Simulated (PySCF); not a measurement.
CH3AlClF.

```xyz
7

Al    -0.0052    -0.3761     0.1250
F     -1.2875    -1.3796    -0.2081
Cl    -0.1818     1.5815    -0.5988
C      1.5324    -1.0170     1.0963
H      2.1224    -0.1930     1.5244
H      2.1926    -1.5839     0.4185
H      1.2352    -1.7005     1.9068
```
Charge 0, spin multiplicity 1.

Geometry optimised at PBE0-D3(BJ)/def2-SVP.

Computed with KT2/pcSseg-1 (PySCF). Non-relativistic, no solvent.

Computed absolute GIAO shielding of each atom: isotropic value and principal components (ppm):
| atom | σ(iso) | σ11 | σ22 | σ33 | span |
|---|---|---|---|---|---|
| Al1 | 408.0 | 359.3 | 364.8 | 499.8 | 140.6 |
| F2 | 279.1 | 169.7 | 283.3 | 384.3 | 214.7 |
| Cl3 | 902.0 | 760.4 | 865.4 | 1080.3 | 319.9 |
| C4 | 196.1 | 188.9 | 198.1 | 201.3 | 12.4 |
| H5 | 31.4 | 26.5 | 29.1 | 38.5 | 11.9 |
| H6 | 31.2 | 26.9 | 28.2 | 38.5 | 11.6 |
| H7 | 31.3 | 26.6 | 28.1 | 39.2 | 12.5 |
